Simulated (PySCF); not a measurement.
PySCF 2.14 output of an unrestricted CAM-B3LYP calculation on a single atom or ion in x2c-QZVPPall (13s8p7d4f2g, 118 functions), with scalar relativity by spin-free X2C-1e:

```
SCF conv_tol = 1e-09
number electrons alpha = 24  beta = 22
    T. Yanai, D. P. Tew, and N. C. Handy.,  Chem. Phys. Lett. 393, 51 (2004)
cycle= 1 E= -5045.45153913953  delta_E= -0.0235  |g|= 0.0512  |ddm|= 0.197
cycle= 2 E= -5045.45201259473  delta_E= -0.000473  |g|= 0.0513  |ddm|= 0.0785
cycle= 3 E= -5045.45249154711  delta_E= -0.000479  |g|= 0.00803  |ddm|= 0.0227
cycle= 4 E= -5045.45255503864  delta_E= -6.35e-05  |g|= 0.00203  |ddm|= 0.0212
cycle= 5 E= -5045.4525724938  delta_E= -1.75e-05  |g|= 0.000514  |ddm|= 0.015
cycle= 6 E= -5045.45257372819  delta_E= -1.23e-06  |g|= 0.000172  |ddm|= 0.00304
cycle= 7 E= -5045.45257387401  delta_E= -1.46e-07  |g|= 3.83e-05  |ddm|= 0.000918
cycle= 8 E= -5045.45257387885  delta_E= -4.84e-09  |g|= 9.68e-06  |ddm|= 0.000281
cycle= 9 E= -5045.45257387891  delta_E= -6.28e-11  |g|= 1.36e-06  |ddm|= 2.87e-05
converged SCF energy = -5045.45257387891  <S^2> = 2.0006609  2S+1 = 3.0004406
```

The run itself started from symmetry-adapted Hartree-Fock orbitals and held the occupation by maximum overlap, on a logarithmic radial grid, so the iterations belong to that start.

**Question.** Which element, charge and spin multiplicity is this?

**Answer.** Pd (palladium, neutral), multiplicity 3; the state was [Kr] 4d9 5p1, one real determinant (an excited configuration).

⟨L²⟩ = 8.03 against 12 for a pure F term, so this real determinant mixes terms.
